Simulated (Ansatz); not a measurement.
## Reading a saddle point

A first-order saddle point of GaNH₃ClO, closed shell, PBE0-D4/def2-TZVP, with one imaginary mode of 838i cm⁻¹:

```
7
angstrom
Ga -0.3112 0.7261 0.4318
O 0.3054 -1.1953 0.4723
N 0.4133 0.5371 -1.1492
H 0.5909 -0.7686 -0.5236
Cl -1.3596 1.3391 2.1506
H -0.3220 -1.9190 0.3936
H 0.6832 1.2807 -1.7755
```

Computed with Ansatz 0.2.0 (basis: def2-TZVPP and def2-QZVPP); correlated methods freeze the cores. Filled d shells of the heavier atoms are correlated. The def2 sets are not built for correlating such inner shells, so the correlated values are less sure here. Extrapolation: Hartree–Fock as exp(−7.88 √X), correlation as X^−2.97.

(1) Which contacts change along the imaginary mode, and what lies on either side? (Judge from chemistry; the calculation decides.)

(2) Which side is lower, and how far does the saddle lie above each? (To be estimated.)

No T1 diagnostic of these runs exceeds 0.018.

## Answers

(1) Computed: The step is GaNH₃ClO ([NH2][Ga]([OH])[Cl]) → GaNHCl ([NH][Ga][Cl]) + H₂O (still joined by a long Ga–O bond), with the molecules in contact on both sides. Shortening one way: O2–H4; lengthening the same way: Ga1–O2, N3–H4.
```csv
pair,one side (Å),saddle (Å),other side (Å)
O2–H4,3.31,1.12,0.99
Ga1–O2,1.77,2.02,2.11
N3–H4,1.01,1.46,1.95
```

(2) By the calculation: The side with Ga1–O2, N3–H4 short is lower by 55.31 kcal/mol; the saddle lies 59.35 kcal/mol above it and 4.04 kcal/mol above the other (CCSD(T) at an estimated basis limit (MP2 extrapolated from triple and quadruple zeta, plus CCSD(T) − MP2 in triple zeta); electronic energies).

Labels in which every atom is bracketed show which atoms are joined, not bond orders.

For scale, one of the runs: CCSD(T)/def2-TZVPP, 194 basis functions, launched by `ansatz run in.yaml --threads 4 --pin off --events-out ev --progress --plain --max-ram 9574MiB`. Time: 100 s of wall clock on 4 CPU threads of an Intel Xeon; the host was shared. Peak host memory: 2.2 GiB.
